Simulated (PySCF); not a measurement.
**Vibration and rotation of ZnF**

PBE0 constants of ZnF, ²Σ⁺ (doublet), unpaired electrons σ ↑ (basis Zn cc-pVDZ-PP with ECP10, F cc-pVDZ; scalar-relativistic core potentials; PySCF 2.14; masses 63.9291 and 18.9984 u):

| Item | Value |
| --- | --- |
| ωe | 641.7 cm⁻¹ |
| ωexe | 3.79 cm⁻¹ |
| Be | 0.36874 cm⁻¹ |
| αe | 0.00292 cm⁻¹ |
| D (centrifugal) | 4.87e-07 cm⁻¹ |
| De to Zn + F | 2.80 eV |

**Question.** Give the vibrational terms G(v) and spacings up to v = 6.

**Answer.** G(v) = ωe(v+½) − ωexe(v+½)².

```
v  G(v) (cm⁻¹)  G(v) − G(v−1)  Bv (cm⁻¹)
0          320                    0.3673
1          954            634     0.3644
2         1581            627     0.3614
3         2200            619     0.3585
4         2811            611     0.3556
5         3415            604     0.3527
6         4011            596     0.3498
```

**Question.** How well does the Morse estimate ωe²/(4ωexe) reproduce De, and what is D0?

**Answer.** It gives 3.37 eV, 120 % of the computed De. D0 = De − G(0) = 2.80 − 0.04 = 2.76 eV.

The state is the lowest determinant that a PBE0 search found; another state may lie lower at other levels.
